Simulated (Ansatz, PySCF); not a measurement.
Spin states of HOSc (SMILES [OH][Sc]), each relaxed with B3LYP-D3(BJ)/def2-TZVP.
State 1 (charge 0, multiplicity 1):
```xyz
3

Sc    -0.955    -0.837    -0.852
O      0.164     0.173     0.130
H      0.758     0.711     0.652
```
State 2 (charge 0, multiplicity 3):
| atom | x (Å) | y (Å) | z (Å) |
|---|---|---|---|
| Sc | -0.9873 | -0.8580 | -0.8794 |
| O | 0.1796 | 0.1856 | 0.1435 |
| H | 0.7746 | 0.7198 | 0.6654 |

| level | energy of the multiplicity-3 state less that of the multiplicity-1 state (eV) | cost |
|---|---|---|
| SVWN5/def2-TZVPP | 0.239 | ×0.7 |
| PBE/def2-TZVPP | 0.033 | ×1 |
| PBE-D3(BJ)/def2-TZVPP | 0.033 | ×1 |
| PBE-D4/def2-TZVPP | 0.034 | ×1 |
| BLYP/def2-TZVPP | 0.116 | ×2 |
| BLYP-D3(BJ)/def2-TZVPP | 0.116 | ×2 |
| BLYP-D4/def2-TZVPP | 0.118 | ×2 |
| r2SCAN/def2-TZVPP | -0.320 | ×3 |
| r2SCAN-D3(BJ)/def2-TZVPP | -0.320 | ×3 |
| r2SCAN-D4/def2-TZVPP | -0.320 | ×3 |
| B97M-V/def2-TZVPP | -0.113 | ×5 |
| r2SCANh/def2-TZVPP | -0.325 | ×2 |
| B3LYP/def2-TZVPP | 0.029 | ×1 |
| B3LYP-D3(BJ)/def2-TZVPP | 0.028 | ×1 |
| B3LYP-D4/def2-TZVPP | 0.030 | ×1 |
| PBE0/def2-TZVPP | -0.095 | ×0.8 |
| PBE0-D3(BJ)/def2-TZVPP | -0.095 | ×0.8 |
| PBE0-D4/def2-TZVPP | -0.095 | ×0.8 |
| BHLYP/def2-TZVPP | -0.085 | ×0.7 |
| BHLYP-D3(BJ)/def2-TZVPP | -0.085 | ×0.7 |
| BHLYP-D4/def2-TZVPP | -0.084 | ×0.7 |
| CAM-B3LYP/def2-TZVPP | 0.014 | ×1 |
| CAM-B3LYP-D3(BJ)/def2-TZVPP | 0.014 | ×1 |
| CAM-B3LYP-D4/def2-TZVPP | 0.014 | ×1 |
| wB97X-V/def2-TZVPP | 0.048 | ×2 |
| wB97M-V/def2-TZVPP | 0.203 | ×3 |
| B2PLYP/def2-TZVPP | 0.241 | ×1 |
| B2PLYP-D3(BJ)/def2-TZVPP | 0.240 | ×1 |
| B2PLYP-D4/def2-TZVPP | 0.241 | ×1 |
| CCSD/def2-SVP | 0.635 | - |
| CCSD/def2-TZVPP | 0.469 | - |
| CCSD(T)/def2-SVP | 0.760 | ×0.4 |
| CCSD(T)/def2-TZVPP | 0.612 | ×4 |
| CCSD(T)/CBS(def2-SVP, def2-TZVPP) | 0.556 | ×4 |

The rows run from -0.325 (r2SCANh/def2-TZVPP) to 0.760 eV (CCSD(T)/def2-SVP). From def2-SVP to def2-TZVPP CCSD(T) changes by -0.148. The dispersion term adds 0.000 in PBE-D3(BJ), 0.001 in PBE-D4, 0.000 in BLYP-D3(BJ). The 13 functionals in def2-TZVPP without D3 or D4 span 0.565, from r2SCANh to B2PLYP.

Singlets are restricted, other states unrestricted; no spin–orbit coupling, no relativity up to Kr; see below for the cores. The largest T1 diagnostic is 0.028.

Correlated levels freeze the inner cores; with def2 sets outer-core shells near the valence are correlated too. CBS: X⁻³ extrapolation of the correlation energy, Hartree–Fock from the larger set.

Doubts at one or more of the structures used: a restricted determinant that unrestricted orbitals would lower (B2PLYP/def2-TZVPP, B2PLYP-D3(BJ)/def2-TZVPP, B2PLYP-D4/def2-TZVPP, CCSD/def2-SVP, CCSD/def2-TZVPP, CCSD(T)/def2-SVP, CCSD(T)/def2-TZVPP, CCSD(T)/CBS(def2-SVP, def2-TZVPP)).

The values were computed with Ansatz (a program for electronic structure); PySCF for the dispersion terms. Values without a source in brackets are computed.

Costs are rough ratios of core time to PBE/def2-TZVPP (about 26 s over the structures, on one shared machine); a dash marks a level with no comparable run of its own.
